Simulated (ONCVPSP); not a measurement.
**Reading a pseudo-wave (oxygen)**

Columns: radius, all-electron u(r) and pseudo u(r) of the 2s shell (level -24.24 eV) of oxygen in the configuration [He] 2s1.5 2p4.5; PW91, scalar-relativistic, ONCV scheme, ONCVPSP 4.0.1.

| r (bohr) | all-electron | pseudo |
| --- | --- | --- |
| 0.090 | -0.4180 | 0.0744 |
| 0.180 | -0.3011 | 0.1632 |
| 0.270 | -0.0198 | 0.2813 |
| 0.360 | 0.2744 | 0.4230 |
| 0.450 | 0.5239 | 0.5720 |
| 0.540 | 0.7128 | 0.7188 |
| 0.630 | 0.8424 | 0.8423 |
| 0.720 | 0.9203 | 0.9203 |
| 0.810 | 0.9568 | 0.9568 |
| 0.900 | 0.9617 | 0.9617 |
| 0.990 | 0.9435 | 0.9435 |
| 1.080 | 0.9093 | 0.9092 |
| 1.170 | 0.8644 | 0.8644 |
| 1.260 | 0.8131 | 0.8131 |
| 1.350 | 0.7585 | 0.7585 |
| 1.440 | 0.7028 | 0.7028 |
| 1.530 | 0.6477 | 0.6476 |
| 1.620 | 0.5941 | 0.5941 |
| 1.710 | 0.5429 | 0.5429 |
| 1.800 | 0.4945 | 0.4945 |
| 1.890 | 0.4492 | 0.4492 |
| 1.980 | 0.4070 | 0.4070 |
| 2.070 | 0.3681 | 0.3681 |
| 2.160 | 0.3323 | 0.3323 |
| 2.250 | 0.2995 | 0.2995 |
| 2.340 | 0.2696 | 0.2696 |

Task: How many radial nodes do the two functions have?

Result: The all-electron 2s function has n − l − 1 = 1; the pseudo-wave has 0, since the states of the same l below it are removed with the core.

Task: At about which radius was the pseudo-wave matched?

Result: 0.65 bohr, where the columns begin to agree (steps of 0.09 bohr).

Task: Is the pseudo-wave norm-conserving?

Result: Yes: the ONCV scheme keeps the norm inside the radius equal to the all-electron one, which fixes the energy derivative of the logarithmic derivative at the level.
